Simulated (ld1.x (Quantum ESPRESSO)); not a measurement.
PBE ultrasoft dataset for Ta, fully relativistic all-electron reference.

* Element: tantalum (Ta)
* Generator: ld1.x (Quantum ESPRESSO) 7.5
* Type: ultrasoft
* Functional: PBE
* Relativity: fully relativistic
* Frozen core: [Kr] 4d10 4f14
* Valence charge: 13
* Reference configuration: 5s2 5p6 5d3 6s2 6p0
* Partial waves: 5s (bound): rcut 1.40, rcutus 1.60 bohr; 6s (bound): rcut 1.40, rcutus 1.60 bohr; 5p (bound): rcut 1.70, rcutus 1.80 bohr; 6p (bound, empty): rcut 1.70, rcutus 1.80 bohr; 5d (bound): rcut 3.00, rcutus 3.30 bohr; 5d channel at 0.25 Ry: rcut 3.00, rcutus 3.30 bohr
* Local potential: all-electron potential smoothed inside 2.20 bohr (lloc = -1)
* Core correction: none
* Augmentation charge: PSQ, inside the norm-conserving radii

Open shells are filled in proportion to 2j + 1 (rel_dist='average').

Question: Does this generation succeed?

Answer: No. ld1.x (Quantum ESPRESSO) 7.5 stopped with "chargeps: negative rho": the spherical valence density built from the smooth waves and the augmentation charge turned negative at some radius.
